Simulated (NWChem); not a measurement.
Everything below was run with NWChem. System: H$_{2}$BF$_{3}$O$_{2}$Si, charge 0, spin multiplicity 1, at a geometry optimised with PBE/def2-SVP. The structure started from a generated list of species. Level: LDA (SVWN5)/def2-SVP.

The NWChem input:

```
start mol
memory heap 200 mb stack 800 mb global 1000 mb
geometry units angstroms nocenter noautoz noautosym
  Si     0.656876     0.096620     0.012113
  F      0.733168     1.712680    -0.243387
  F      1.429503    -0.187938     1.412623
  F      1.547671    -0.601706    -1.153000
  B     -1.311238    -0.349464    -0.002564
  O     -1.728565    -1.632526     0.159164
  O     -2.214682     0.664522    -0.177675
  H     -2.704303    -1.701384     0.131267
  H     -1.782875     1.532737    -0.286051
end
basis spherical
  * library def2-svp
end
dft
  xc slater vwn_5
  semidirect memsize 60000000 filesize 0
  iterations 100
end
task dft energy
```

NWChem printed:

```
             Northwest Computational Chemistry Package (NWChem) 7.3.0
             --------------------------------------------------------

                                NWChem Input Module
                                -------------------

 Scaling coordinates for geometry "geometry" by  1.889725989
 (inverse scale =  0.529177249)

                             Geometry "geometry" -> ""
                             -------------------------

 Output coordinates in angstroms (scale by  1.889725989 to convert to a.u.)

  No.       Tag          Charge          X              Y              Z
 ---- ---------------- ---------- -------------- -------------- --------------
    1 Si                  14.0000     0.65687600     0.09662000     0.01211300
    2 F                    9.0000     0.73316800     1.71268000    -0.24338700
    3 F                    9.0000     1.42950300    -0.18793800     1.41262300
    4 F                    9.0000     1.54767100    -0.60170600    -1.15300000
    5 B                    5.0000    -1.31123800    -0.34946400    -0.00256400
    6 O                    8.0000    -1.72856500    -1.63252600     0.15916400
    7 O                    8.0000    -2.21468200     0.66452200    -0.17767500
    8 H                    1.0000    -2.70430300    -1.70138400     0.13126700
    9 H                    1.0000    -1.78287500     1.53273700    -0.28605100

 Effective nuclear repulsion energy (a.u.)     386.7160955342

            Nuclear Dipole moment (a.u.)
            ----------------------------
        X                 Y               Z
 ---------------- ---------------- ----------------
    -0.0000037795     0.0000094486     0.0000264562


 Summary of "ao basis" -> "" (spherical)
 ------------------------------------------------------------------------------
       Tag                 Description            Shells   Functions and Types
 ---------------- ------------------------------  ------  ---------------------
 *                          def2-svp                  on all atoms

                                 NWChem DFT Module
                                 -----------------

 Summary of "ao basis" -> "ao basis" (spherical)
 ------------------------------------------------------------------------------
       Tag                 Description            Shells   Functions and Types
 ---------------- ------------------------------  ------  ---------------------
 Si                         def2-svp                 8       18   4s3p1d
 F                          def2-svp                 6       14   3s2p1d
 B                          def2-svp                 6       14   3s2p1d
 O                          def2-svp                 6       14   3s2p1d
 H                          def2-svp                 3        5   2s1p

 Summary of "ao basis" -> "ao basis" (spherical)
 ------------------------------------------------------------------------------
       Tag                 Description            Shells   Functions and Types
 ---------------- ------------------------------  ------  ---------------------
 Si                         def2-svp                 8       18   4s3p1d
 F                          def2-svp                 6       14   3s2p1d
 B                          def2-svp                 6       14   3s2p1d
 O                          def2-svp                 6       14   3s2p1d
 H                          def2-svp                 3        5   2s1p

            General Information
            -------------------
[...]
   convergence    iter        energy       DeltaE   RMS-Dens  Diis-err    time
 ---------------- ----- ----------------- --------- --------- ---------  ------
 d= 0,ls=0.0,diis     1   -760.7417358652 -1.15D+03  2.51D-02  2.56D+00     2.7
 d= 0,ls=0.0,diis     2   -760.1610326620  5.81D-01  1.51D-02  8.94D+00     3.2
 d= 0,ls=0.0,diis     3   -760.9726253088 -8.12D-01  1.72D-03  9.37D-02     3.6
 d= 0,ls=0.0,diis     4   -760.9800153946 -7.39D-03  7.55D-04  7.75D-03     3.9
 d= 0,ls=0.0,diis     5   -760.9805409112 -5.26D-04  2.62D-04  2.53D-03     4.3
  Resetting Diis
 d= 0,ls=0.0,diis     6   -760.9807526381 -2.12D-04  8.05D-05  1.29D-04     4.7
 d= 0,ls=0.0,diis     7   -760.9807637988 -1.12D-05  7.16D-05  2.32D-05     5.1
 d= 0,ls=0.0,diis     8   -760.9807537164  1.01D-05  4.99D-05  1.29D-04     5.6
 d= 0,ls=0.0,diis     9   -760.9807660178 -1.23D-05  6.89D-06  9.73D-07     6.0
 d= 0,ls=0.0,diis    10   -760.9807661286 -1.11D-07  1.30D-06  6.91D-08     6.4

         Total DFT energy =     -760.980766128647
      One electron energy =    -1830.595362608597
           Coulomb energy =      752.852582580957
    Exchange-Corr. energy =      -69.954081635232
 Nuclear repulsion energy =      386.716095534226

 Numeric. integr. density =       64.000006251827

     Total iterative time =      6.0s

                       DFT Final Molecular Orbital Analysis
                       ------------------------------------

 Vector   30  Occ=2.000000D+00  E=-3.471519D-01
              MO Center= -1.6D+00, -1.1D+00,  9.2D-02, r^2= 2.4D+00
   Bfn.  Coefficient  Atom+Function         Bfn.  Coefficient  Atom+Function
  ----- ------------  ---------------      ----- ------------  ---------------
    79      0.454143  6 O  py                82      0.276996  6 O  py
    78     -0.263473  6 O  px                77     -0.207511  6 O  s
    92      0.180587  7 O  px                91     -0.173455  7 O  s
    81     -0.157295  6 O  px                76     -0.149709  6 O  s
    93      0.146175  7 O  py                22     -0.144651  2 F  px

 Vector   31  Occ=2.000000D+00  E=-3.071725D-01
              MO Center= -1.9D+00, -5.4D-01, -2.1D-04, r^2= 2.0D+00
   Bfn.  Coefficient  Atom+Function         Bfn.  Coefficient  Atom+Function
  ----- ------------  ---------------      ----- ------------  ---------------
    80      0.468184  6 O  pz                94     -0.443224  7 O  pz
    83      0.340456  6 O  pz                97     -0.326809  7 O  pz
    79      0.063447  6 O  py                93     -0.063366  7 O  py
    96     -0.046643  7 O  py                82      0.046179  6 O  py
    71     -0.043400  5 B  d -1

 Vector   32  Occ=2.000000D+00  E=-2.881521D-01
              MO Center= -5.7D-01, -2.5D-02, -1.9D-02, r^2= 3.2D+00
   Bfn.  Coefficient  Atom+Function         Bfn.  Coefficient  Atom+Function
  ----- ------------  ---------------      ----- ------------  ---------------
    64      0.319595  5 B  px                92      0.316386  7 O  px
     3     -0.275065  1 Si s                  8      0.222536  1 Si px
    95      0.202797  7 O  px                50      0.199215  4 F  px
    36      0.194200  3 F  px                62     -0.163023  5 B  s
     4     -0.158488  1 Si s                  2     -0.155485  1 Si s

 Vector   33  Occ=0.000000D+00  E=-6.964348D-02
              MO Center= -8.1D-01, -2.0D-01, -6.1D-03, r^2= 2.8D+00
   Bfn.  Coefficient  Atom+Function         Bfn.  Coefficient  Atom+Function
  ----- ------------  ---------------      ----- ------------  ---------------
    66      0.465436  5 B  pz                69     -0.372470  5 B  pz
    13     -0.350777  1 Si pz                94      0.253167  7 O  pz
    80      0.250424  6 O  pz                83      0.241006  6 O  pz
    97      0.239298  7 O  pz                10     -0.182202  1 Si pz
    17     -0.150329  1 Si d  1              35      0.123564  3 F  s

 Vector   34  Occ=0.000000D+00  E=-1.044233D-02
              MO Center= -5.4D-01,  4.1D-01, -7.4D-02, r^2= 4.4D+00
   Bfn.  Coefficient  Atom+Function         Bfn.  Coefficient  Atom+Function
  ----- ------------  ---------------      ----- ------------  ---------------
    91     -0.516422  7 O  s                109      0.516128  9 H  s
    12      0.510086  1 Si py                21     -0.268866  2 F  s
    77      0.257428  6 O  s                104     -0.258497  8 H  s
     9      0.249543  1 Si py                68      0.233450  5 B  py
    67     -0.201178  5 B  px                92     -0.184558  7 O  px

 Vector   35  Occ=0.000000D+00  E= 8.063623D-03
              MO Center= -2.1D+00, -5.2D-01, -1.0D-02, r^2= 5.4D+00
   Bfn.  Coefficient  Atom+Function         Bfn.  Coefficient  Atom+Function
  ----- ------------  ---------------      ----- ------------  ---------------
   104      0.773518  8 H  s                109      0.703613  9 H  s
    77     -0.678421  6 O  s                  4      0.475543  1 Si s
    91     -0.453226  7 O  s                 68     -0.274286  5 B  py
    81      0.260407  6 O  px                 3     -0.223007  1 Si s
    67     -0.212943  5 B  px                78      0.209029  6 O  px

 center of mass
 --------------
 x =   0.09940870 y =   0.01074166 z =   0.00242836

 moments of inertia (a.u.)
 ------------------
         661.227746812730        -111.849289062646         -12.043854748789
        -111.849289062646        1168.836927156355          23.042697359080
         -12.043854748789          23.042697359080        1363.631076630168

     Multipole analysis of the density
     ---------------------------------

     L   x y z        total         alpha         beta         nuclear
     -   - - -        -----         -----         ----         -------
     0   0 0 0     -0.000000    -32.000000    -32.000000     64.000000

     1   1 0 0     -1.206428     -0.603212     -0.603212     -0.000004
     1   0 1 0      0.165973      0.082982      0.082982      0.000009
     1   0 0 1     -0.072918     -0.036472     -0.036472      0.000026

     2   2 0 0    -30.778495   -252.968857   -252.968857    475.159218
     2   1 1 0      1.215195    -28.589220    -28.589220     58.393635
     2   1 0 1     -0.045521     -3.126236     -3.126236      6.206951
     2   0 2 0    -31.846165   -124.510129   -124.510129    217.174094
     2   0 1 1     -0.238068      6.239677      6.239677    -12.717421
     2   0 0 2    -33.789040    -72.270489    -72.270489    110.751937

 Task  times  cpu:        6.4s     wall:        6.4s

 Total times  cpu:        6.5s     wall:        6.5s
```
